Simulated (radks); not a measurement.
Ionisation of the praseodymium ion Pr3+, [Xe] 4f2, to [Xe] 4f1 as the strength of local exchange is varied. All-electron calculation, scalar-relativistic Kohn-Sham, Slater X-alpha exchange (alpha = 2/3 is LDA exchange), no correlation, spin-polarised, spherical densities, finite nucleus; open shells are filled with parallel spins first (spin-orbit coupling, left out, can overturn this in heavy ions); Fermi nuclear charge, rms radius 4.8919 fm. Program: a radial shooting solver on a logarithmic mesh with Libxc functionals.

| alpha | E(Pr3+) (hartree) | exchange (hartree) | IE (eV) | -e of the level emptied (eV) | <r> of it (bohr) |
|---|---|---|---|---|---|
| 0.667 | -9223.2314 | -202.4896 | 38.102 | 29.050 (4f) | 1.011 |
| 0.731 | -9242.7429 | -222.3644 | 40.176 | 30.971 (4f) | 0.9912 |
| 0.759 | -9251.2916 | -231.0839 | 41.097 | 31.828 (4f) | 0.9831 |
| 0.76 | -9251.5970 | -231.3956 | 41.130 | 31.859 (4f) | 0.9828 |
| 0.858 | -9281.5771 | -262.0321 | 44.425 | 34.937 (4f) | 0.9565 |
| 0.981 | -9319.3347 | -300.7394 | 48.705 | 38.962 (4f) | 0.9272 |
| 0.984 | -9320.2575 | -301.6870 | 48.811 | 39.063 (4f) | 0.9265 |

NIST Atomic Spectra Database: 38.98 eV (semi-empirical). The Delta-SCF value meets it near alpha = 0.69. Open shells are spherical and high-spin; term and fine-structure splittings are not resolved. Spin-orbit splitting is averaged out at the scalar-relativistic level.
